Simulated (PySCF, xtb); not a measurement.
silanone (H2OSi), SMILES O=[SiH2].

xtb with GFN2-xTB at its own geometry gives an orbital gap of 4.76 eV and a dipole moment of 3.77 D.

Geometry optimised at B3LYP-D3(BJ)/def2-TZVP.

Question: What does CAM-B3LYP/def2-TZVPD (PySCF) give? (Estimate from the structure and the level; the computed values follow.)

Answer: gap 8.47 eV (levels -9.75 and -1.27 eV), dipole 3.94 D.
